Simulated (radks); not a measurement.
The numbers below are computed, except where a source is named.
Q: Fe12+, 14 electrons, occupied as [Ne] 3s2 3p2 (the NIST ground configuration). Code: a radial shooting solver on a logarithmic mesh with Libxc functionals. Model: non-relativistic Kohn-Sham, LDA (Slater exchange, Perdew-Zunger correlation), spin-polarised, spherical densities, point nucleus; open shells are filled with parallel spins first. Some entries of the table are withheld. Estimate them.

orbital  occ.  eigenvalue (hartree)  <r^2> (bohr^2)
1s up       1             -267.1715        0.004705
1s down     1             -267.1129        0.004704
2s up       1             -42.09174             (1)
2s down     1             -42.03268             (2)
2p up       3             -38.17181         0.06742
2p down     3             -38.10109         0.06729
3s up       1             -13.83285             (3)
3s down     1             -13.61216             (4)
3p up       2             -12.61300          0.5655
3p down     0             -12.39385          0.5704

A: 
(1) 2s up <r^2> (bohr^2): 0.08490
(2) 2s down <r^2> (bohr^2): 0.08470
(3) 3s up <r^2> (bohr^2): 0.5685
(4) 3s down <r^2> (bohr^2): 0.5727
